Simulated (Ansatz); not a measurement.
Geometry optimisation, RKS PBE-D4/def2-SVP in Ansatz 0.2.0.

Input:

```yaml
crystal:
  periodic: [false, false, false]
  atoms:
    - { symbol: Ga, position_ang: [0.097038, 0.709894, -0.217945] }
    - { symbol: O, position_ang: [-0.261048, -0.246635, 2.575463] }
    - { symbol: H, position_ang: [-1.043364, -0.483058, 2.02998] }
    - { symbol: "N", position_ang: [1.55879, 0.111393, -1.149479] }
    - { symbol: H, position_ang: [1.714265, -0.902373, -1.139864] }
    - { symbol: H, position_ang: [2.446778, 0.585999, -0.960815] }
    - { symbol: O, position_ang: [-1.500598, -0.15106, -0.180909] }
    - { symbol: H, position_ang: [-1.549532, -0.898868, -0.804462] }
    - { symbol: S, position_ang: [-0.121599, 2.698007, 0.833314] }
    - { symbol: H, position_ang: [1.225223, 2.87866, 0.948256] }
    - { symbol: H, position_ang: [-0.310553, 0.746241, 2.544362] }
basis:
  gaussian: { orbitals: def2-SVP }
hamiltonian:
  xc: pbe
  dispersion: d4
relax:
  f_tol: 0.03
  max_steps: 50
```

Launched with:

```bash
$ ansatz run input.yaml --threads 4 --pin off --max-ram 5120MiB --backend cpu --events-out ev --progress --plain --runs-dir out
```

Problem. Where does it end, and by what steps?

Solution. The run converged. After 11 steps the energy has fallen by 0.340 eV; O2 moved furthest, 0.55 Å. Joined: Ga1–O2 (2.97 → 2.19 Å).

```
step  energy less start (eV)  largest force component (eV/Å)  accepted
   0                  0.0000                           0.607       yes
   1                 -0.0998                           1.142       yes
   2                 -0.2475                           1.076       yes
   3                 -0.2807                           0.389       yes
   4                 -0.3212                           0.218       yes
   5                 -0.3194                           0.321        no
   6                 -0.3351                           0.108       yes
   7                 -0.3371                           0.098       yes
   8                 -0.3392                           0.098       yes
   9                 -0.3398                           0.101       yes
  10                 -0.3402                           0.042       yes
  11                 -0.3403                           0.008       yes
```

```xyz
11
Properties=species:S:1:pos:R:3
Ga 0.096 0.653 0.075
O -0.040 -0.235 2.069
H -0.907 -0.587 1.719
N 1.497 0.029 -0.957
H 1.781 -0.937 -0.763
H 2.339 0.613 -0.965
O -1.533 -0.218 0.003
H -1.746 -0.636 -0.849
S -0.143 2.796 0.724
H 1.200 2.995 0.855
H -0.289 0.575 2.566
```

Whether the end is a true minimum wasn't checked by a vibrational analysis.

Run time: 7.5 s on 4 threads of AMD EPYC 9R45 96-Core Processor (Zen 5) (shared host), peak memory 0.2 GiB.
